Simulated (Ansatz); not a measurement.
Ansatz (a first-principles code) input (X2C-CCSD(T)/cc-pVTZ-DK):

Ansatz 0.2 input:
```yaml
crystal:
  periodic: [false, false, false]
  atoms:
    - {symbol: N, position_ang: [1.26736736, -0.55935597, 0.30026799]}
    - {symbol: B, position_ang: [0.00874462, 0.01775078, -0.00501333]}
    - {symbol: N, position_ang: [-1.20558041, -0.71747049, 0.12404994]}
    - {symbol: O, position_ang: [0.02507383, 1.33664433, -0.43591942]}
    - {symbol: H, position_ang: [2.11659022, -0.03244929, 0.20583263]}
    - {symbol: H, position_ang: [1.39675246, -1.50047802, 0.62075594]}
    - {symbol: H, position_ang: [-2.11099946, -0.33779887, -0.08392761]}
    - {symbol: H, position_ang: [-1.23844366, -1.67181460, 0.43391019]}
    - {symbol: H, position_ang: [-0.84072202, 1.69841744, -0.63437468]}
basis:
  gaussian:
    orbitals: cc-pVTZ-DK
magnetization: {spin_polarized: false}
correlation: {method: ccsd_t, electrons: outside_noble_gas}
```

Output:

```
Functional definition: HF
integrals: 0.70 GiB planned
1106 factors; integrals over basis functions are off by at most 1.3e-3 eV
0.82 GiB of device memory are held for the factors and their scratch space
mean field: 0.68 GiB planned
mean field evaluation 1: about -5755.9227 eV, gradient 5.0e1 eV
mean field evaluation 2: about -5755.9255 eV, gradient 5.0e1 eV
mean field evaluation 4: about -5760.6970 eV, gradient 3.1e0 eV
mean field evaluation 8: about -5760.7293 eV, gradient 1.4e-4 eV
mean field evaluation 16: about -5760.7263 eV, gradient 2.4e-1 eV
mean field -5760.72934677 eV, -211.7028987314 hartree, gradient 1.8e-6 eV, S^2 0.000000; 0 other end points of the search recorded, 0 dependent functions left out
4 core orbitals not correlated
reference -5760.72934677 eV, -211.7028987314 hartree; 12, 12 occupied and 174, 174 virtual orbitals, 1106 factors
second order -20.93203679 eV of doubles, -0.00000000 eV of singles
coupled cluster: 5.16 GiB planned
cycle   1  -21.01494709 eV  change   -8.3e-2 eV  update   7.9e-2
cycle   2  -21.42298962 eV  change   -4.1e-1 eV  update   2.2e-2
cycle   3  -21.50754082 eV  change   -8.5e-2 eV  update   1.1e-2
cycle   4  -21.49747879 eV  change    1.0e-2 eV  update   2.4e-3
cycle   5  -21.49737659 eV  change    1.0e-4 eV  update   1.0e-3
cycle   6  -21.49763643 eV  change   -2.6e-4 eV  update   2.7e-4
cycle   7  -21.49741638 eV  change    2.2e-4 eV  update   8.2e-5
cycle   8  -21.49737476 eV  change    4.2e-5 eV  update   2.4e-5
cycle   9  -21.49737200 eV  change    2.8e-6 eV  update   8.7e-6
perturbative correction -0.78873687 eV, -0.0289855452 hartree
Total energy: -5783.01545564 eV, -212.5218981260 hartree
Relativity: scalar
```
